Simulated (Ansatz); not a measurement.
Relaxation of C3H9NSi (14 atoms, charge 0, multiplicity 1), to a largest force component of 0.015 eV/Å in at most 40 steps.

Level of theory: RKS PBE0/def2-SVP in Ansatz.

```xyz
14
Properties=species:S:1:pos:R:3
C -1.597 0.588 1.540
C -0.703 1.100 0.705
Si 0.921 0.349 0.386
C 0.900 -1.168 -0.696
N 0.136 -0.941 -1.983
H -1.516 -0.257 2.113
H -2.563 1.161 1.646
H -0.836 2.033 0.140
H 1.800 1.381 -0.240
H 1.593 0.002 1.719
H 1.821 -1.556 -0.885
H 0.312 -1.960 -0.136
H -0.864 -0.572 -1.804
H 0.583 -0.190 -2.476
```

Problem. Where does it end, and by what steps?

Solution. It converged. After 18 steps the energy has fallen by 0.635 eV; H6 moved furthest, 1.07 Å.

```json
{"step": "0", "energy less start (eV)": "0.0000", "largest force component (eV/Å)": "5.346", "accepted": "yes"}
{"step": "1", "energy less start (eV)": "-0.5228", "largest force component (eV/Å)": "1.306", "accepted": "yes"}
{"step": "2", "energy less start (eV)": "-0.5575", "largest force component (eV/Å)": "0.655", "accepted": "yes"}
{"step": "3", "energy less start (eV)": "-0.5860", "largest force component (eV/Å)": "0.270", "accepted": "yes"}
{"step": "4", "energy less start (eV)": "-0.5951", "largest force component (eV/Å)": "0.410", "accepted": "yes"}
{"step": "5", "energy less start (eV)": "-0.6131", "largest force component (eV/Å)": "0.070", "accepted": "yes"}
{"step": "6", "energy less start (eV)": "-0.6188", "largest force component (eV/Å)": "0.037", "accepted": "yes"}
{"step": "7", "energy less start (eV)": "-0.6217", "largest force component (eV/Å)": "0.347", "accepted": "yes"}
{"step": "8", "energy less start (eV)": "-0.6257", "largest force component (eV/Å)": "0.153", "accepted": "yes"}
{"step": "9", "energy less start (eV)": "-0.6301", "largest force component (eV/Å)": "0.026", "accepted": "yes"}
{"step": "10", "energy less start (eV)": "-0.6286", "largest force component (eV/Å)": "0.255", "accepted": "no"}
{"step": "11", "energy less start (eV)": "-0.6287", "largest force component (eV/Å)": "0.203", "accepted": "no"}
{"step": "12", "energy less start (eV)": "-0.6315", "largest force component (eV/Å)": "0.025", "accepted": "yes"}
{"step": "13", "energy less start (eV)": "-0.6333", "largest force component (eV/Å)": "0.071", "accepted": "yes"}
{"step": "14", "energy less start (eV)": "-0.6338", "largest force component (eV/Å)": "0.089", "accepted": "yes"}
{"step": "15", "energy less start (eV)": "-0.6336", "largest force component (eV/Å)": "0.123", "accepted": "no"}
{"step": "16", "energy less start (eV)": "-0.6345", "largest force component (eV/Å)": "0.053", "accepted": "yes"}
{"step": "17", "energy less start (eV)": "-0.6347", "largest force component (eV/Å)": "0.026", "accepted": "yes"}
{"step": "18", "energy less start (eV)": "-0.6348", "largest force component (eV/Å)": "0.012", "accepted": "yes"}
```

```xyz
14
Properties=species:S:1:pos:R:3
C -1.553 0.891 1.843
C -0.899 0.898 0.674
Si 0.828 0.211 0.438
C 0.833 -1.196 -0.844
N 0.380 -0.821 -2.181
H -1.101 0.487 2.756
H -2.568 1.294 1.947
H -1.419 1.328 -0.194
H 1.719 1.298 -0.092
H 1.344 -0.234 1.774
H 1.853 -1.615 -0.914
H 0.211 -2.030 -0.475
H -0.581 -0.486 -2.155
H 0.939 -0.053 -2.549
```

Whether the end is a true minimum wasn't checked by a vibrational analysis.

Time of the run: 59 s on 2 threads of Arm Neoverse V2 (shared host), peak memory 0.28 GiB.
